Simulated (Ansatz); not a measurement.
```yaml
crystal:
  periodic: [false, false, false]
  atoms:
    - {symbol: C, position_ang: [1.771489, -1.630600, -1.283897]}
    - {symbol: N, position_ang: [0.727850, -0.861253, -0.735715]}
    - {symbol: Mo, position_ang: [-0.778743, -0.282003, -0.149248]}
    - {symbol: F, position_ang: [-1.664633, -1.535249, -1.227381]}
    - {symbol: Cl, position_ang: [-3.020344, 0.081777, 0.640447]}
    - {symbol: O, position_ang: [-0.696378, 1.451707, -0.740231]}
    - {symbol: C, position_ang: [0.300261, 2.182805, -1.407256]}
    - {symbol: O, position_ang: [-0.263788, -0.441084, 1.631636]}
    - {symbol: C, position_ang: [-0.934493, -0.190553, 2.848626]}
    - {symbol: H, position_ang: [2.410290, -1.018862, -1.929031]}
    - {symbol: H, position_ang: [1.354236, -2.450912, -1.879851]}
    - {symbol: H, position_ang: [2.389133, -2.052581, -0.483078]}
    - {symbol: H, position_ang: [1.160313, 1.549134, -1.643708]}
    - {symbol: H, position_ang: [0.622104, 3.008852, -0.768137]}
    - {symbol: H, position_ang: [-0.120207, 2.588609, -2.330525]}
    - {symbol: h, position_ang: [-0.205341, -0.343603, 3.648639]}
    - {symbol: H, position_ang: [-1.315782, 0.831506, 2.885144]}
    - {symbol: H, position_ang: [-1.773567, -0.876191, 2.975664]}
basis:
  gaussian: {orbitals: STO-3G}
magnetization: {spin_polarized: true, initial_magnetization: 2}
hamiltonian: {xc: {name: B97M-V}, pseudopotentials: {relativity: scalar}}
accuracy: high
scf: {lower_state_search: light}
output: {forces: true}
```

```sh
$ ansatz run in.yaml --threads 4 --pin off --events-out ev --progress --plain --max-ram 66560MiB --backend cpu
```

Output, abridged:

```
Error: YAML parse error: error: line 19 column 16: `h` is not an element symbol (H … Og, case-exact)
17 |     - {symbol: H, position_ang: [0.622104, 3.008852, -0.768137]}
18 |     - {symbol: H, position_ang: [-0.120207, 2.588609, -2.330525]}
19 |     - {symbol: h, position_ang: [-0.205341, -0.343603, 3.648639]}
20 |     - {symbol: H, position_ang: [-1.315782, 0.831506, 2.885144]}
21 |     - {symbol: H, position_ang: [-1.773567, -0.876191, 2.975664]}
```

In this input an element symbol is wrong. The input was rejected before any iteration.
